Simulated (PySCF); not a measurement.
# Correlation energy of Er⁴⁹⁺ (erbium, charge +49)

[Ar] 3d1, 2D determinant. Calculation: PySCF 2.14, in an even-tempered Gaussian basis (17 s from 11 bohr⁻², ratio 2.5; 12 p from 14 bohr⁻², ratio 2.5; 7 d from 14 bohr⁻², ratio 2.5; 4 f from 49 bohr⁻², ratio 2.7; 3 g from 74 bohr⁻², ratio 2.7); scalar relativity by spin-free X2C-1e. Frozen: [Ne]; 9 electrons correlated; the 24 highest virtual orbitals of each spin left out.

```json
{"level": "CCSD", "correlation energy (mhartree)": "-526.24"}
{"level": "(T)", "correlation energy (mhartree)": "-2.44"}
{"level": "CCSD(T)", "correlation energy (mhartree)": "-528.68"}
```

Diagnostics: T1 = 0.00027, D1 = 0.0005, largest double amplitude 0.027.

Spin-orbit coupling, absent here, splits the open shell strongly.

Cost of the coupled-cluster step: 88 s of wall time on 2 threads of Neoverse-N1 (shared host), for 9 correlated electrons.

Iterations:

```
CC2 = 0
CCSD nocc = (np.int64(5), np.int64(4)), nmo = (114, 114)
frozen orbitals [[0, 1, 2, 3, 4, 119, 120, 121, 122, 123, 124, 125, 126, 127, 128, 129, 130, 131, 132, 133, 134, 135, 136, 137, 138, 139, 140, 141, 142], [0, 1, 2, 3, 4, 119, 120, 121, 122, 123, 124, 125, 126, 127, 128, 129, 130, 131, 132, 133, 134, 135, 136, 137, 138, 139, 140, 141, 142]]
max_cycle = 100
direct = 0
conv_tol = 1e-08
conv_tol_normt = 1e-06
diis_space = 8
diis_start_cycle = 0
Init t2, MP2 energy = -0.490581936844298
Init E_corr(UCCSD) = -0.490581936844302
cycle = 1  E_corr(UCCSD) = -0.521143957523534  dE = -0.0305620207  norm(t1,t2) = 0.0105692
cycle = 2  E_corr(UCCSD) = -0.525400859362851  dE = -0.00425690184  norm(t1,t2) = 0.00184729
cycle = 3  E_corr(UCCSD) = -0.526248515246608  dE = -0.000847655884  norm(t1,t2) = 0.000384422
cycle = 4  E_corr(UCCSD) = -0.52623484873418  dE = 1.36665124e-05  norm(t1,t2) = 2.59102e-05
cycle = 5  E_corr(UCCSD) = -0.526235036763839  dE = -1.88029659e-07  norm(t1,t2) = 7.53736e-07
cycle = 6  E_corr(UCCSD) = -0.526235031414088  dE = 5.3497512e-09  norm(t1,t2) = 6.45745e-08
UCCSD converged
E(UCCSD) = -10861.92835809623  E_corr = -0.5262350314140881
UCCSD(T) correction = -0.00244386077894462
```

At this charge the one-electron X2C treatment keeps the bare 1/r₁₂, with no two-electron picture change or Breit term. The effect here is smaller than on the frozen 1s shell; and a scalar Hamiltonian misses the large spin-orbit splitting of the p shells, which matters for ns² → np² pairs.
